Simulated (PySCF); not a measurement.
# Ce(OH)3 at several levels of theory

Computed with PySCF 2.14.0 (density fitting, no spin-orbit coupling) at the geometry relaxed with PBE0:

```xyz
7
Ce(OH)3 (singlet in the valence; each metal's 4f electrons, 1 of them, lie in its core potential, out of spins and levels)
Ce    0.0000    0.0000   -0.3504
O     2.1072    0.0000    0.0676
H     3.0100    0.0000    0.3862
O    -1.0536    1.8249    0.0676
H    -1.5050    2.6068    0.3862
O    -1.0536   -1.8249    0.0676
H    -1.5050   -2.6067    0.3862
```

| level | basis | state | HOMO (eV) | gap (eV) | charge on Ce1 (e) | population of f-type functions on Ce1 (polarisation alone where 4f lies in the core) | dipole about the centre of mass (D) | largest force component (eV/Å) |
| --- | --- | --- | --- | --- | --- | --- | --- | --- |
| PBE0 | Ce lcecp-1-SVP with ECP47, O def2-SVP, H def2-SVP | singlet | -7.44 | 6.21 | 1.17 | 0.10 | 1.49 | 0.00 |
| PBE0 | Ce lcecp-1-TZVP with ECP47, O def2-TZVP, H def2-TZVP | singlet | -7.74 | 6.47 | 1.64 | 0.13 | 1.69 | 0.25 |

In the lcecp rows the 4f levels are missing from HOMO and gap, and the state counts the valence alone.

Charges are Mulliken's, which hang on the basis. The relaxation used the grid (50, 194), these runs (75, 302) or, all-electron (x2c bases, spin-free X2C Hamiltonian), (99, 590).

A further run in the first row's basis gives HOMO (eV) -5.65, gap (eV) 3.77, charge on Ce1 (e) 0.92, population of f-type functions on Ce1 (polarisation alone where 4f lies in the core) 0.10, dipole about the centre of mass (D) 1.33, largest force component (eV/Å) 0.65. Which level was it?
A. BLYP
B. wB97X

A. The others give HOMO -9.90 eV (wB97X).

In the first row's basis the gap widens with exact exchange: 3.8 eV for BLYP (none); 6.2 eV for PBE0 (a fixed share); 10.4 eV for wB97X (rising or full at long range).

An lcecp potential fixes the number of 4f electrons, so in runs with it no electron can move into or out of that shell.
